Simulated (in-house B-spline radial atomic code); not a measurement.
Results of a calculation; reference values are marked as such.
# Making a Troullier-Martins d channel for Cd, r_c = 1.1 bohr

Cd, [Kr] 4d10 5s2, non-relativistic LDA (VWN5), spherical and spin-unpolarised, from a B-spline radial code for spherical atoms (atomic units). The all-electron 4d level is ε = -0.470530 hartree, its outermost node lies just inside 0.42 bohr and its outer maximum at 0.97 bohr.

Inside r_c the pseudo-orbital is u(r) = r^3 exp(p(r)), with p = c0 + c2 r² + c4 r⁴ + … + c12 r¹². The seven coefficients follow from p and its first four derivatives at r_c, from zero curvature of the screened potential at the origin, c4 = −c2²/(2l + 5), and from the norm inside r_c. At r_c the all-electron orbital has P = 0.9260286, P' = -0.3238767, the screened potential V = -3.966271, V' = 9.369051, V'' = -29.06013, and the norm inside is Q = 0.441149.

Q: What are p, p' and p'' at r_c?

A: p = ln(P/r_c^3) = ln(0.9260286/1.331) = -0.36278. p' = P'/P − 3/r_c = -0.34975 − 2.72727 = -3.07702. The radial equation gives p'' = 2(V − ε) − 2(3) p'/r_c − p'² = -6.99148 − (-16.78375) − 9.46806 = 0.32421. Differentiating, p''' = 2V' + 2(3)p'/r_c² − 2(3)p''/r_c − 2p'p'' = 3.7069, and p'''' = 2V'' − 4(3)p'/r_c³ + 4(3)p''/r_c² − 2(3)p'''/r_c − 2p''² − 2p'p''' = -24.78.

For a trial c2 the five matching conditions are linear in c0, c6, c8, c10 and c12, and c2 is varied until the norm inside r_c equals Q. The root nearest zero gives:

```json
{"n": "0", "c_n": "1.887288"}
{"n": "2", "c_n": "-2.129156"}
{"n": "4", "c_n": "-0.5037007"}
{"n": "6", "c_n": "1.499633"}
{"n": "8", "c_n": "-1.212716"}
{"n": "10", "c_n": "0.482807"}
{"n": "12", "c_n": "-0.07829513"}
```

Q: Check c4 and p(r_c), and find the screened pseudopotential at the origin.

A: −c2²/9 = -0.503701, as listed. The terms c_n r_c^n are 1.88729, -2.57628, -0.73747, 2.65669, -2.59957, 1.25228, -0.24572, which sum to -0.36278. Inverting the radial equation, V_l(r) = ε + 3 p'/r + (p'' + p'²)/2, so V_l(0) = ε + (2l + 3) c2 = -0.47053 + 7 × (-2.12916) = -15.3746 hartree, finite where the all-electron potential diverges.

Orbitals and screened potentials:

| r (bohr) | P | u | V all-electron | V pseudo |
| --- | --- | --- | --- | --- |
| 0.11 | -0.2804 | 0.008562 | -279.9 | -15.37 |
| 0.275 | -0.4231 | 0.1166 | -69.43 | -15.08 |
| 0.44 | 0.08669 | 0.3688 | -30.09 | -13.83 |
| 0.605 | 0.5796 | 0.6621 | -16.09 | -11.35 |
| 0.77 | 0.8549 | 0.868 | -9.544 | -8.362 |
| 0.935 | 0.9455 | 0.946 | -6.001 | -5.824 |
| 1.1 | 0.926 | 0.926 | -3.966 | -3.966 |

Logarithmic derivatives P'/P at R = 1.4 bohr, for energies E around ε:

| E − ε (hartree) | all-electron | pseudo |
| --- | --- | --- |
| -0.5 | 0.132232 | 0.131677 |
| -0.25 | -0.258738 | -0.258923 |
| -0.1 | -0.536392 | -0.536428 |
| 0 | -0.744743 | -0.744743 |
| 0.1 | -0.975796 | -0.975843 |
| 0.25 | -1.37534 | -1.37572 |
| 0.5 | -2.24249 | -2.24481 |

Q: With P(R) = 0.777844 and a norm of 0.6626047 inside R, what slope in energy does norm conservation fix?

A: d(P'/P)/dE = −2 × (norm inside R)/P(R)² = -2.1903 per hartree·bohr at E = ε, for both atoms, since orbital and norm agree at R. Differences over ±0.1 hartree give -2.1970 (all-electron) and -2.1971 (pseudo), which also hold third-order terms. Half a hartree below ε the two curves differ by -0.0006.
